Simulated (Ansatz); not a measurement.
A short molecular-dynamics run on Cl$_{2}$H$_{4}$HfN$_{2}$ (`[NH2][Hf]([NH2])([Cl])[Cl]`).

```yaml
crystal:
  periodic: [false, false, false]
  atoms:
    - {symbol: N, position_ang: [-0.692292, 1.461458, -0.486259]}
    - {symbol: Hf, position_ang: [-0.127232, -0.096799, 0.654874]}
    - {symbol: N, position_ang: [0.898754, -1.304918, -0.577887]}
    - {symbol: Cl, position_ang: [-2.052916, -1.204124, 1.456033]}
    - {symbol: Cl, position_ang: [1.281431, 0.682881, 2.382242]}
    - {symbol: H, position_ang: [-1.230495, 2.253061, -0.159593]}
    - {symbol: H, position_ang: [-0.487697, 1.583878, -1.467190]}
    - {symbol: H, position_ang: [1.901609, -1.293576, -0.707606]}
    - {symbol: H, position_ang: [0.508838, -2.081851, -1.094633]}
basis:
  gaussian: {orbitals: def2-SVP}
hamiltonian: {xc: {name: PBE}, dispersion: d3bj}
md: {timestep: 1 fs, n_steps: 20, ensemble: nvt_langevin, temperature: 500, initial_velocities: maxwell_boltzmann, friction: 0.01, seed: 106}
```

```sh
$ ansatz run in.yaml --threads 4 --pin off --events-out ev --progress --plain --max-ram 10444MiB
```

```
step  time (fs)  potential energy (eV)  kinetic (eV)  T (K)  conserved (eV)
   0        0.0            -29380.6934        0.5170    444               –
   1        1.0            -29380.6668        0.4793    412               –
   2        2.0            -29380.5848        0.4583    394               –
   3        3.0            -29380.5529        0.4673    402               –
   4        4.0            -29380.5793        0.5106    439               –
   5        5.0            -29380.5966        0.5643    485               –
   6        6.0            -29380.5567        0.5135    441               –
   7        7.0            -29380.4950        0.4928    424               –
   8        8.0            -29380.4950        0.4538    390               –
   9        9.0            -29380.5413        0.4697    404               –
  10       10.0            -29380.5370        0.4879    419               –
  11       11.0            -29380.4671        0.4280    368               –
  12       12.0            -29380.4179        0.3824    329               –
  13       13.0            -29380.4434        0.4444    382               –
  14       14.0            -29380.4869        0.4634    398               –
  15       15.0            -29380.4965        0.4562    392               –
  16       16.0            -29380.4760        0.4274    367               –
  17       17.0            -29380.4648        0.4405    379               –
  18       18.0            -29380.5036        0.5068    436               –
  19       19.0            -29380.5446        0.5861    504               –
  20       20.0            -29380.5155        0.5444    468               –
```

Velocities are drawn at the set temperature; a run this short doesn't reach equilibrium.

Frames (Å, forces in eV/Å):

```xyz
9
time=0.0 fs
N    -0.692    1.461   -0.486    0.182   -0.444    0.253
Hf   -0.127   -0.097    0.655   -0.011   -0.070    0.174
N     0.899   -1.305   -0.578   -0.293    0.393    0.257
Cl   -2.053   -1.204    1.456   -0.239   -0.121    0.069
Cl    1.281    0.683    2.382    0.175    0.113    0.184
H    -1.230    2.253   -0.160   -0.378    0.558    0.225
H    -0.488    1.584   -1.467    0.119    0.129   -0.694
H     1.902   -1.294   -0.708    0.704   -0.006   -0.101
H     0.509   -2.082   -1.095   -0.258   -0.551   -0.368
9
time=1.0 fs
N    -0.692    1.454   -0.482   -0.179    0.484   -0.423
Hf   -0.126   -0.096    0.653   -0.047   -0.196    0.461
N     0.901   -1.301   -0.572   -1.730   -0.707   -0.470
Cl   -2.054   -1.204    1.460   -0.209   -0.101    0.047
Cl    1.278    0.681    2.387    0.166    0.114    0.168
H    -1.234    2.266   -0.141    0.161   -0.199   -0.207
H    -0.502    1.550   -1.491   -0.124    0.136    0.266
H     1.881   -1.310   -0.704    1.815    0.024   -0.199
H     0.502   -2.079   -1.139    0.146    0.444    0.357
9
time=2.0 fs
N    -0.692    1.446   -0.477   -0.446    1.138   -0.954
Hf   -0.125   -0.095    0.651   -0.079   -0.313    0.746
N     0.901   -1.297   -0.567   -2.290   -1.427   -1.140
Cl   -2.055   -1.204    1.465   -0.176   -0.080    0.025
Cl    1.274    0.680    2.391    0.156    0.114    0.149
H    -1.235    2.277   -0.125    0.520   -0.734   -0.527
H    -0.516    1.516   -1.510   -0.279    0.190    0.972
H     1.875   -1.328   -0.700    2.177    0.017   -0.200
H     0.496   -2.072   -1.182    0.417    1.096    0.929
9
time=3.0 fs
N    -0.694    1.439   -0.473   -0.554    1.399   -1.249
Hf   -0.124   -0.094    0.649   -0.087   -0.441    1.036
N     0.900   -1.297   -0.562   -1.564   -1.718   -1.643
Cl   -2.056   -1.204    1.470   -0.139   -0.055    0.000
Cl    1.271    0.680    2.397    0.139    0.109    0.120
H    -1.229    2.280   -0.113    0.617   -0.901   -0.669
H    -0.533    1.484   -1.518   -0.335    0.274    1.263
H     1.887   -1.347   -0.697    1.426    0.042   -0.053
H     0.493   -2.053   -1.217    0.498    1.291    1.195
9
time=4.0 fs
N    -0.696    1.431   -0.469   -0.491    1.261   -1.285
Hf   -0.123   -0.094    0.647   -0.067   -0.583    1.324
N     0.896   -1.299   -0.559   -0.092   -1.593   -1.797
Cl   -2.056   -1.204    1.477   -0.100   -0.028   -0.028
Cl    1.268    0.679    2.402    0.120    0.105    0.087
H    -1.214    2.271   -0.107    0.457   -0.674   -0.626
H    -0.552    1.451   -1.513   -0.310    0.365    1.109
H     1.911   -1.363   -0.696    0.133    0.128    0.163
H     0.496   -2.022   -1.238    0.349    1.020    1.052
9
time=5.0 fs
N    -0.698    1.425   -0.466   -0.269    0.765   -1.072
Hf   -0.122   -0.093    0.645   -0.028   -0.724    1.591
N     0.893   -1.302   -0.556    1.266   -1.070   -1.465
Cl   -2.057   -1.205    1.483   -0.057   -0.001   -0.059
Cl    1.265    0.677    2.407    0.099    0.100    0.053
H    -1.194    2.256   -0.110    0.077   -0.076   -0.392
H    -0.578    1.417   -1.498   -0.221    0.427    0.524
H     1.934   -1.377   -0.693   -0.863    0.211    0.329
H     0.503   -1.979   -1.249   -0.005    0.368    0.491
9
time=6.0 fs
N    -0.700    1.419   -0.465    0.056    0.084   -0.776
Hf   -0.120   -0.092    0.643    0.009   -0.852    1.821
N     0.892   -1.306   -0.554    2.207   -0.349   -0.757
Cl   -2.057   -1.205    1.490   -0.008    0.028   -0.092
Cl    1.263    0.676    2.412    0.078    0.094    0.018
H    -1.174    2.240   -0.121   -0.409    0.743   -0.034
H    -0.609    1.387   -1.480   -0.122    0.424   -0.247
H     1.947   -1.389   -0.684   -1.357    0.252    0.401
H     0.511   -1.932   -1.256   -0.455   -0.422   -0.334
9
time=7.0 fs
N    -0.702    1.413   -0.465    0.245   -0.306   -0.472
Hf   -0.118   -0.092    0.641    0.033   -0.969    2.015
N     0.892   -1.310   -0.553    2.602    0.204   -0.057
Cl   -2.058   -1.206    1.497    0.043    0.057   -0.125
Cl    1.260    0.674    2.418    0.060    0.086   -0.015
H    -1.156    2.233   -0.134   -0.710    1.292    0.216
H    -0.639    1.360   -1.467   -0.063    0.376   -0.901
H     1.950   -1.402   -0.668   -1.416    0.243    0.384
H     0.514   -1.890   -1.267   -0.794   -0.982   -1.045
9
time=8.0 fs
N    -0.703    1.406   -0.465    0.096   -0.021   -0.225
Hf   -0.116   -0.092    0.639    0.040   -1.076    2.174
N     0.894   -1.314   -0.552    2.212    0.280    0.136
Cl   -2.059   -1.206    1.503    0.097    0.085   -0.157
Cl    1.257    0.674    2.423    0.044    0.077   -0.047
H    -1.148    2.240   -0.143   -0.613    1.136    0.173
H    -0.667    1.336   -1.462   -0.057    0.336   -1.193
H     1.942   -1.415   -0.644   -1.038    0.172    0.288
H     0.510   -1.859   -1.287   -0.782   -0.989   -1.150
9
time=9.0 fs
N    -0.704    1.400   -0.467   -0.262    0.679   -0.314
Hf   -0.114   -0.092    0.638    0.038   -1.161    2.286
N     0.898   -1.317   -0.550    0.955   -0.065   -0.340
Cl   -2.060   -1.206    1.510    0.145    0.111   -0.185
Cl    1.254    0.674    2.427    0.031    0.067   -0.075
H    -1.149    2.254   -0.151   -0.267    0.485   -0.066
H    -0.691    1.312   -1.469   -0.080    0.347   -0.930
H     1.923   -1.427   -0.618   -0.181    0.028    0.147
H     0.498   -1.841   -1.317   -0.378   -0.492   -0.522
9
time=10.0 fs
N    -0.704    1.394   -0.470   -0.670    1.409   -0.798
Hf   -0.113   -0.092    0.636    0.033   -1.220    2.353
N     0.903   -1.320   -0.549   -0.619   -0.458   -1.090
Cl   -2.061   -1.206    1.518    0.187    0.131   -0.210
Cl    1.251    0.673    2.432    0.019    0.058   -0.101
H    -1.156    2.273   -0.159    0.126   -0.287   -0.345
H    -0.713    1.285   -1.487   -0.092    0.423   -0.207
H     1.903   -1.439   -0.591    0.823   -0.167    0.010
H     0.482   -1.828   -1.352    0.194    0.110    0.388
9
time=11.0 fs
N    -0.705    1.389   -0.474   -0.992    1.885   -1.415
Hf   -0.111   -0.093    0.635    0.032   -1.266    2.379
N     0.907   -1.323   -0.549   -1.797   -0.671   -1.698
Cl   -2.062   -1.207    1.525    0.227    0.151   -0.234
Cl    1.248    0.673    2.435    0.009    0.050   -0.122
H    -1.163    2.287   -0.173    0.406   -0.847   -0.519
H    -0.735    1.258   -1.508   -0.068    0.519    0.564
H     1.894   -1.450   -0.559    1.469   -0.348   -0.093
H     0.466   -1.815   -1.385    0.714    0.527    1.138
9
time=12.0 fs
N    -0.705    1.384   -0.479   -1.145    1.990   -1.947
Hf   -0.110   -0.093    0.634    0.047   -1.294    2.351
N     0.911   -1.325   -0.551   -1.981   -0.673   -1.878
Cl   -2.062   -1.207    1.531    0.260    0.167   -0.254
Cl    1.246    0.672    2.438    0.002    0.044   -0.138
H    -1.165    2.294   -0.194    0.499   -1.045   -0.546
H    -0.756    1.234   -1.527   -0.016    0.595    1.133
H     1.898   -1.463   -0.526    1.327   -0.419   -0.162
H     0.457   -1.798   -1.407    1.006    0.635    1.442
9
time=13.0 fs
N    -0.707    1.381   -0.487   -1.079    1.716   -2.225
Hf   -0.110   -0.093    0.633    0.086   -1.303    2.282
N     0.914   -1.327   -0.556   -1.011   -0.527   -1.494
Cl   -2.062   -1.206    1.538    0.290    0.181   -0.273
Cl    1.243    0.672    2.442   -0.011    0.035   -0.160
H    -1.161    2.291   -0.218    0.390   -0.838   -0.436
H    -0.774    1.216   -1.538    0.035    0.614    1.342
H     1.919   -1.482   -0.495    0.298   -0.321   -0.259
H     0.461   -1.773   -1.415    1.002    0.444    1.223
9
time=14.0 fs
N    -0.710    1.379   -0.496   -0.820    1.162   -2.140
Hf   -0.109   -0.093    0.631    0.129   -1.276    2.178
N     0.917   -1.330   -0.562    0.327   -0.242   -0.612
Cl   -2.063   -1.204    1.544    0.321    0.194   -0.292
Cl    1.241    0.672    2.445   -0.031    0.023   -0.191
H    -1.155    2.280   -0.250    0.126   -0.294   -0.201
H    -0.789    1.205   -1.538    0.070    0.528    1.097
H     1.945   -1.504   -0.470   -0.842   -0.140   -0.385
H     0.476   -1.746   -1.413    0.721    0.045    0.545
9
time=15.0 fs
N    -0.713    1.378   -0.506   -0.510    0.628   -1.662
Hf   -0.109   -0.093    0.630    0.168   -1.221    2.032
N     0.922   -1.332   -0.568    1.363    0.142    0.486
Cl   -2.063   -1.202    1.550    0.348    0.204   -0.307
Cl    1.239    0.671    2.448   -0.053    0.010   -0.221
H    -1.151    2.270   -0.285   -0.148    0.300    0.066
H    -0.806    1.202   -1.529    0.082    0.333    0.454
H     1.963   -1.528   -0.454   -1.514    0.022   -0.460
H     0.502   -1.722   -1.409    0.265   -0.418   -0.387
9
time=16.0 fs
N    -0.717    1.377   -0.517   -0.222    0.280   -0.833
Hf   -0.108   -0.094    0.628    0.194   -1.153    1.848
N     0.927   -1.335   -0.574    1.888    0.487    1.420
Cl   -2.063   -1.199    1.556    0.374    0.212   -0.319
Cl    1.237    0.671    2.450   -0.074   -0.002   -0.248
H    -1.149    2.265   -0.322   -0.350    0.771    0.307
H    -0.823    1.205   -1.515    0.055    0.051   -0.496
H     1.970   -1.551   -0.448   -1.712    0.126   -0.461
H     0.531   -1.702   -1.412   -0.153   -0.772   -1.217
9
time=17.0 fs
N    -0.721    1.378   -0.528   -0.034    0.259    0.259
Hf   -0.108   -0.094    0.627    0.192   -1.047    1.640
N     0.934   -1.337   -0.579    1.712    0.627    1.722
Cl   -2.063   -1.196    1.561    0.399    0.218   -0.330
Cl    1.235    0.671    2.452   -0.094   -0.014   -0.274
H    -1.150    2.269   -0.356   -0.387    0.916    0.463
H    -0.839    1.211   -1.503   -0.020   -0.261   -1.602
H     1.963   -1.573   -0.448   -1.438    0.143   -0.377
H     0.558   -1.688   -1.426   -0.329   -0.840   -1.501
9
time=18.0 fs
N    -0.726    1.379   -0.539   -0.134    0.676    0.911
Hf   -0.107   -0.094    0.626    0.169   -0.917    1.429
N     0.942   -1.338   -0.582    0.707    0.536    1.102
Cl   -2.062   -1.193    1.566    0.422    0.222   -0.339
Cl    1.233    0.672    2.454   -0.116   -0.029   -0.304
H    -1.154    2.286   -0.385   -0.159    0.491    0.482
H    -0.857    1.217   -1.503   -0.068   -0.447   -2.121
H     1.942   -1.598   -0.451   -0.629    0.023   -0.194
H     0.583   -1.684   -1.453   -0.192   -0.555   -0.966
9
time=19.0 fs
N    -0.732    1.380   -0.549   -0.483    1.186    0.520
Hf   -0.107   -0.095    0.624    0.141   -0.775    1.223
N     0.951   -1.339   -0.583   -0.781    0.385   -0.108
Cl   -2.062   -1.189    1.572    0.443    0.223   -0.346
Cl    1.232    0.672    2.457   -0.144   -0.046   -0.339
H    -1.160    2.311   -0.408    0.194   -0.246    0.415
H    -0.877    1.220   -1.524    0.011   -0.405   -1.506
H     1.915   -1.625   -0.455    0.524   -0.245    0.052
H     0.607   -1.686   -1.489    0.097   -0.077    0.088
9
time=20.0 fs
N    -0.738    1.383   -0.559   -0.802    1.412   -0.356
Hf   -0.106   -0.095    0.623    0.112   -0.619    1.008
N     0.960   -1.339   -0.583   -2.051    0.362   -1.170
Cl   -2.061   -1.185    1.577    0.457    0.220   -0.349
Cl    1.230    0.673    2.460   -0.169   -0.062   -0.370
H    -1.164    2.334   -0.428    0.443   -0.811    0.353
H    -0.899    1.218   -1.555    0.165   -0.255   -0.401
H     1.892   -1.655   -0.457    1.553   -0.566    0.286
H     0.631   -1.687   -1.525    0.292    0.320    0.998
```

It took 31 s on 4 threads of an Arm Neoverse V2 on a shared host, with 0.46 GiB of host memory at the peak.
